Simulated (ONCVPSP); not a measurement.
Cutoff test, silicon (Si), ONCV

```
Element                 : silicon
Generator               : ONCVPSP 4.0.1
Type                    : optimised norm-conserving Vanderbilt (ONCV)
Functional              : LDA (Perdew-Zunger)
Relativity              : scalar-relativistic
Frozen core             : [He]
Valence charge          : 12
Reference configuration : 2s2 2p6 3s1.75 3p2.25
Partial waves           : 2s+3s: rc 0.75 bohr, ncon 5, nbas 8, qcut 14 1/bohr, 2 projectors; 2p+3p: rc 0.95 bohr, ncon 4, nbas 8, qcut 14 1/bohr, 2 projectors; d scattering state at 0.24 Ha: rc 1.00 bohr, ncon 4, nbas 9, qcut 9.9 1/bohr, 2 projectors, debl 0.7 Ha
Local potential         : polynomial inside 0.65 bohr (lpopt 5, dvloc0 0 Ha)
Core correction         : Teter function, parameters optimised by the program
```

For each optimised wave give the share of its norm inside rc, the residual kinetic energy above qcut (Ha) and the cutoffs (Ha) for errors of 10, 1, 0.1 and 0.01 mHa per electron.

| wave | norm inside rc | residual KE | 10 mHa | 1 mHa | 0.1 mHa | 0.01 mHa |
| --- | --- | --- | --- | --- | --- | --- |
| 2s | 0.795 | 4.9e-04 | 66.8 | 89.9 | 244.4 | 304.1 |
| 3s | 0.037 | 8.5e-05 | 22.0 | 73.0 | 96.4 | 177.6 |
| 2p | 0.919 | 3.0e-05 | 69.8 | 82.2 | 92.1 | 167.3 |
| 3p | 0.027 | 1.1e-05 | 54.8 | 73.2 | 87.0 | 99.1 |
| d projector 1 | 0.016 | 1.5e-05 | 10.7 | 25.1 | 38.7 | 53.1 |
| d projector 2 | 0.039 | 4.5e-05 | 17.7 | 32.6 | 45.2 | 79.1 |

The occupied waves need 90 Ha and 244 Ha for 1 and 0.1 mHa. Its largest configuration-test error is +493 meV.
